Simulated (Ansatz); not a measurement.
Isomers of C₂H₄FNOSi, relaxed with PBE0-D4/def2-TZVP in Ansatz; electronic energies, one conformer each and not always the lowest. Functionals use def2-TZVPP; CBS adds triple-zeta CCSD(T) − MP2 to the MP2 limit of def2-TZVPP and def2-QZVPP.

Q: Order them by energy at frozen-core CCSD(T)/CBS, lowest first. (An estimate is asked.)
A. `O[SiH]1C=C(F)N1`
B. `N#CC(O)(F)[SiH3]`
C. `C[SiH](F)N=C=O`
D. `FC1([SiH3])N=CO1`
E. `CO[SiH](F)C#N`
F. `F[SiH]1COC=N1`
G. `O[SiH]1CN=C1F`
H. `N#COC(F)[SiH3]`

A: C (0.0 kJ/mol), E (68.1 kJ/mol), F (147.5 kJ/mol), A (242.9 kJ/mol), G (322.8 kJ/mol), B (460.3 kJ/mol), H (529.7 kJ/mol), D (541.6 kJ/mol).

Q: How do B2PLYP, r2SCAN-D4, ωB97M-V, HF/CBS(def2) place them (kJ/mol, against `C[SiH](F)N=C=O`)? (Estimate.)

A: The calculation gave: 
| isomer | B2PLYP | r2SCAN-D4 | ωB97M-V | HF/CBS(def2) |
| --- | --- | --- | --- | --- |
| `CO[SiH](F)C#N` | 85.1 | 113.6 | 84.2 | 68.3 |
| `FC1([SiH3])N=CO1` | 562.6 | 552.4 | 536.3 | 584.8 |
| `O[SiH]1CN=C1F` | 346.4 | 341.3 | 322.7 | 370.1 |
| `N#COC(F)[SiH3]` | 536.3 | 548.5 | 528.4 | 539.4 |
| `F[SiH]1COC=N1` | 167.8 | 161.7 | 149.4 | 177.1 |
| `O[SiH]1C=C(F)N1` | 267.1 | 254.0 | 241.0 | 285.7 |
| `N#CC(O)(F)[SiH3]` | 474.1 | 486.8 | 461.9 | 484.7 |
